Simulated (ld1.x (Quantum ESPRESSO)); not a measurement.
## phosphorus (P): excitation energies, all-electron against TM

ld1.x (Quantum ESPRESSO) 7.5 input, shortened:

```
&input
   title='P', zed=15., rel=1, dft='BLYP', iswitch=3,
   config='[Ne] 3s2 3p1.5 3d-2'
 /
 &inputp
   pseudotype=2, tm=.true., lloc=0,
   nlcc=.true.
 /
3
3P  2  1   1.50   0.00  1.80  1.80  0.0
3D  3  2  -2.00   0.30  1.55  1.55  0.0
3S  1  0   2.00   0.00  1.35  1.35  0.0
 &test
   configts(1)='3s2 3p1.5'
 /
```

Energies are relative to the spin-unpolarised reference configuration 3s2 3p1.5; without spin polarisation the order of configurations can differ from experiment.

Problem. Give the all-electron excitation energy and the error of the potential for: 3s2 3p3; 3s2 3p2; 3s2 3p1; 3s0 3p5; 3s1 3p0; 3s2 3p3.3; 3s1 3p4.

Solution.

```csv
valence configuration,charge,ΔE all-electron (eV),error AE − PS (meV)
3s2 3p3,0,-17.819,+13
3s2 3p2,+1,-8.243,+2.6
3s2 3p1,+2,10.769,+2.5
3s0 3p5,0,-0.563,+0.8
3s1 3p0,+4,92.511,+122
3s2 3p3.3,-0.3,-19.082,+16
3s1 3p4,0,-9.264,+7.8
```

Levels in the configuration 3s1 3p0:

| level | all-electron (eV) | pseudo (eV) |
| --- | --- | --- |
| 3s | -58.642 | -58.530 |
